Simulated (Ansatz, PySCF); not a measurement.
Breaking a bond: SMILES [F][Mg][F] (F2Mg), singlet. The Mg1–F3 bond (Mg1 also carries F; F3 carries nothing else) is varied alone, starting from the PBE0/def2-TZVP optimised geometry.

Computed with: UHF/LANL2DZ = unrestricted Hartree-Fock/LANL2DZ, with its core potentials past Ne (PySCF 2.14.0); UHF/6-31G* = unrestricted Hartree-Fock/6-31G*, spherical d in PySCF; RKS-BP86/6-31G* = restricted BP86/6-31G*, spherical d in PySCF 2.14.0; UCCSD(T) = CCSD(T) on UHF/cc-pVDZ, frozen core in Ansatz (a quantum-chemistry and plane-wave program).

Energies relative to the lowest point of each curve near equilibrium, in kJ/mol; the last columns give the difference from UCCSD(T):

```json
[
 {"R / Å": "1.44", "UHF/LANL2DZ": "184.2", "UHF/6-31G*": "169.2", "RKS-BP86/6-31G*": "182.8", "UCCSD(T)": "198.0", "UHF/LANL2DZ − UCCSD(T)": "-13.8", "UHF/6-31G* − UCCSD(T)": "-28.8", "RKS-BP86/6-31G* − UCCSD(T)": "-15.2"},
 {"R / Å": "1.52", "UHF/LANL2DZ": "88.4", "UHF/6-31G*": "72.5", "RKS-BP86/6-31G*": "84.7", "UCCSD(T)": "94.5", "UHF/LANL2DZ − UCCSD(T)": "-6.1", "UHF/6-31G* − UCCSD(T)": "-21.9", "RKS-BP86/6-31G* − UCCSD(T)": "-9.8"},
 {"R / Å": "1.62", "UHF/LANL2DZ": "24.2", "UHF/6-31G*": "14.3", "RKS-BP86/6-31G*": "22.1", "UCCSD(T)": "26.5", "UHF/LANL2DZ − UCCSD(T)": "-2.3", "UHF/6-31G* − UCCSD(T)": "-12.3", "RKS-BP86/6-31G* − UCCSD(T)": "-4.4"},
 {"R / Å": "1.69", "UHF/LANL2DZ": "4.9", "UHF/6-31G*": "0.3", "RKS-BP86/6-31G*": "4.1", "UCCSD(T)": "5.8", "UHF/LANL2DZ − UCCSD(T)": "-0.9", "UHF/6-31G* − UCCSD(T)": "-5.5", "RKS-BP86/6-31G* − UCCSD(T)": "-1.7"},
 {"R / Å": "1.75", "UHF/LANL2DZ": "0.0", "UHF/6-31G*": "0.0", "RKS-BP86/6-31G*": "0.0", "UCCSD(T)": "0.0", "UHF/LANL2DZ − UCCSD(T)": "0.0", "UHF/6-31G* − UCCSD(T)": "0.0", "RKS-BP86/6-31G* − UCCSD(T)": "0.0"},
 {"R / Å": "1.81", "UHF/LANL2DZ": "3.2", "UHF/6-31G*": "7.4", "RKS-BP86/6-31G*": "3.5", "UCCSD(T)": "2.4", "UHF/LANL2DZ − UCCSD(T)": "0.8", "UHF/6-31G* − UCCSD(T)": "5.0", "RKS-BP86/6-31G* − UCCSD(T)": "1.1"},
 {"R / Å": "1.87", "UHF/LANL2DZ": "12.5", "UHF/6-31G*": "20.5", "RKS-BP86/6-31G*": "12.6", "UCCSD(T)": "11.0", "UHF/LANL2DZ − UCCSD(T)": "1.5", "UHF/6-31G* − UCCSD(T)": "9.5", "RKS-BP86/6-31G* − UCCSD(T)": "1.6"},
 {"R / Å": "1.95", "UHF/LANL2DZ": "31.5", "UHF/6-31G*": "44.0", "RKS-BP86/6-31G*": "31.0", "UCCSD(T)": "29.3", "UHF/LANL2DZ − UCCSD(T)": "2.2", "UHF/6-31G* − UCCSD(T)": "14.7", "RKS-BP86/6-31G* − UCCSD(T)": "1.6"},
 {"R / Å": "2.12", "UHF/LANL2DZ": "86.2", "UHF/6-31G*": "107.5", "RKS-BP86/6-31G*": "83.8", "UCCSD(T)": "84.2", "UHF/LANL2DZ − UCCSD(T)": "2.0", "UHF/6-31G* − UCCSD(T)": "23.3", "RKS-BP86/6-31G* − UCCSD(T)": "-0.4"},
 {"R / Å": "2.31", "UHF/LANL2DZ": "156.0", "UHF/6-31G*": "186.3", "RKS-BP86/6-31G*": "151.2", "UCCSD(T)": "156.1", "UHF/LANL2DZ − UCCSD(T)": "-0.1", "UHF/6-31G* − UCCSD(T)": "30.3", "RKS-BP86/6-31G* − UCCSD(T)": "-4.9"},
 {"R / Å": "2.55", "UHF/LANL2DZ": "243.4", "UHF/6-31G*": "284.2", "RKS-BP86/6-31G*": "234.3", "UCCSD(T)": "246.8", "UHF/LANL2DZ − UCCSD(T)": "-3.5", "UHF/6-31G* − UCCSD(T)": "37.4", "RKS-BP86/6-31G* − UCCSD(T)": "-12.5"},
 {"R / Å": "2.89", "UHF/LANL2DZ": "333.9", "UHF/6-31G*": "374.4", "RKS-BP86/6-31G*": "335.3", "UCCSD(T)": "366.8", "UHF/LANL2DZ − UCCSD(T)": "-32.9", "UHF/6-31G* − UCCSD(T)": "7.6", "RKS-BP86/6-31G* − UCCSD(T)": "-31.5"},
 {"R / Å": "3.19", "UHF/LANL2DZ": "351.3", "UHF/6-31G*": "390.9", "RKS-BP86/6-31G*": "404.9", "UCCSD(T)": "443.4", "UHF/LANL2DZ − UCCSD(T)": "-92.1", "UHF/6-31G* − UCCSD(T)": "-52.5", "RKS-BP86/6-31G* − UCCSD(T)": "-38.5"},
 {"R / Å": "3.64", "UHF/LANL2DZ": "359.3", "UHF/6-31G*": "398.6", "RKS-BP86/6-31G*": "478.4", "UCCSD(T)": "507.2", "UHF/LANL2DZ − UCCSD(T)": "-147.9", "UHF/6-31G* − UCCSD(T)": "-108.6", "RKS-BP86/6-31G* − UCCSD(T)": "-28.8"},
 {"R / Å": "4.31", "UHF/LANL2DZ": "362.0", "UHF/6-31G*": "401.4", "RKS-BP86/6-31G*": "540.6", "UCCSD(T)": "525.6", "UHF/LANL2DZ − UCCSD(T)": "-163.6", "UHF/6-31G* − UCCSD(T)": "-124.2", "RKS-BP86/6-31G* − UCCSD(T)": "15.0"},
 {"R / Å": "5.06", "UHF/LANL2DZ": "362.5", "UHF/6-31G*": "401.9", "RKS-BP86/6-31G*": "574.7", "UCCSD(T)": "528.0", "UHF/LANL2DZ − UCCSD(T)": "-165.5", "UHF/6-31G* − UCCSD(T)": "-126.1", "RKS-BP86/6-31G* − UCCSD(T)": "46.7"}
]
```

UHF/LANL2DZ is furthest from UCCSD(T) at 5.06 (-165.5 kJ/mol, below); its mean absolute difference over the points is 39.7 kJ/mol.

UHF/6-31G* is furthest from UCCSD(T) at 5.06 (-126.1 kJ/mol, below); its mean absolute difference over the points is 38.0 kJ/mol.

RKS-BP86/6-31G* is furthest from UCCSD(T) at 5.06 (46.7 kJ/mol, above); its mean absolute difference over the points is 13.3 kJ/mol.

The unrestricted determinant behind UHF/LANL2DZ, UHF/6-31G*, UCCSD(T) is spin-contaminated at 2.89 to 5.06 Å (<S²> up to 1.0, against 0.00 for a pure singlet). The restricted form behind RKS-BP86/6-31G* keeps the bonding electrons paired and can't separate into open-shell fragments.
